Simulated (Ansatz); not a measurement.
Geometry optimisation, Ansatz 0.2.0, RKS PBE0-D4/def2-SVP.

The input (input.yaml):

```yaml
crystal:
  periodic: [false, false, false]
  atoms:
    - { symbol: O, position_ang: [-0.8533, -1.457, 0.4129] }
    - { symbol: C, position_ang: [-0.1699, -0.4435, 0.4506] }
    - { symbol: S, position_ang: [1.5553, -0.6287, 0.1433] }
    - { symbol: Se, position_ang: [-0.816, 1.3021, 0.8414] }
    - { symbol: H, position_ang: [1.4364, -0.4078, -1.2405] }
    - { symbol: H, position_ang: [-1.1105, 1.5708, -0.6538] }
basis:
  gaussian: { orbitals: def2-SVP }
hamiltonian:
  xc: pbe0
  dispersion: d4
relax:
  f_tol: 0.015
  max_steps: 40
```

Run as:

```bash
$ ansatz run input.yaml --threads 1 --pin off --max-ram 2048MiB --backend cpu --events-out ev --progress --plain --runs-dir out
```

Problem. Where does it end, and by what steps?

Solution. It converged. The force dipped under the threshold on the way, but the program's further checks kept it going. After 18 steps the energy has fallen by 0.980 eV; H6 moved furthest, 0.83 Å.

| step | energy less start (eV) | largest force component (eV/Å) | accepted |
| --- | --- | --- | --- |
| 0 | 0.0000 | 3.756 | yes |
| 1 | -0.1303 | 3.010 | yes |
| 2 | -0.2268 | 3.179 | yes |
| 3 | -0.3119 | 2.047 | yes |
| 4 | -0.4108 | 1.013 | yes |
| 5 | -0.4905 | 1.210 | yes |
| 6 | -0.7104 | 0.556 | yes |
| 7 | -0.8014 | 1.030 | yes |
| 8 | -0.8824 | 0.471 | yes |
| 9 | -0.9204 | 1.123 | yes |
| 10 | -0.9258 | 1.115 | yes |
| 11 | -0.9086 | 1.015 | no |
| 12 | -0.9679 | 0.351 | yes |
| 13 | -0.9766 | 0.157 | yes |
| 14 | -0.9791 | 0.038 | yes |
| 15 | -0.9796 | 0.005 | yes |
| 16 | -0.9796 | 0.034 | yes |
| 17 | -0.9797 | 0.017 | yes |
| 18 | -0.9797 | 0.001 | yes |

```xyz
6
Properties=species:S:1:pos:R:3
O -0.736 -1.532 1.137
C -0.279 -0.663 0.463
S 1.251 -0.912 -0.424
Se -1.229 1.030 0.345
H 1.336 0.306 -0.995
H -0.301 1.707 -0.573
```

Run time: 74 s on 1 thread of Arm Neoverse V2, on a shared host, peak memory 0.19 GiB.
